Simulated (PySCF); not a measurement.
# Dipole response of Ru⁺ (ruthenium, charge +1)

[Kr] 4d6 5s1, high-spin 6D determinant (an excited configuration). All numbers are calculated (PySCF 2.14, a scalar-relativistic core potential, in def2-QZVPPD with the def2 core potential (28 electrons) (7s5p4d4f2g, 88 functions)). Coupled (time-dependent) response in atomic units; α is the mean over directions.

```json
{"method": "TPSS", "mean α (bohr³)": "30.84", "α xx, yy, zz": "30.69, 30.69, 31.12", "C₆ (like pair)": "221.7", "S(−4)": "538.2"}
```

S(−4) is the Cauchy moment in α(ω) = α(0) + S(−4) ω² + …

Spin-orbit coupling is absent.

α(iu) at TPSS:

```json
{"u (hartree)": "0", "α(iu) (bohr³)": "30.84"}
{"u (hartree)": "0.0500", "α(iu) (bohr³)": "29.57"}
{"u (hartree)": "0.100", "α(iu) (bohr³)": "26.48"}
{"u (hartree)": "0.200", "α(iu) (bohr³)": "19.58"}
{"u (hartree)": "0.300", "α(iu) (bohr³)": "14.66"}
{"u (hartree)": "0.500", "α(iu) (bohr³)": "9.399"}
{"u (hartree)": "0.750", "α(iu) (bohr³)": "6.366"}
{"u (hartree)": "1.00", "α(iu) (bohr³)": "4.727"}
{"u (hartree)": "1.50", "α(iu) (bohr³)": "2.970"}
{"u (hartree)": "2.00", "α(iu) (bohr³)": "2.046"}
{"u (hartree)": "3.00", "α(iu) (bohr³)": "1.131"}
{"u (hartree)": "5.00", "α(iu) (bohr³)": "0.4831"}
```

For an ion, C₆ is the dispersion term alone; charge-induced terms of lower order in 1/R come first.

The components differ because the open shell of this determinant is not spherical; for a pure term their mean is the scalar polarisability.

Energies and moments cover only the electrons outside the core potential.
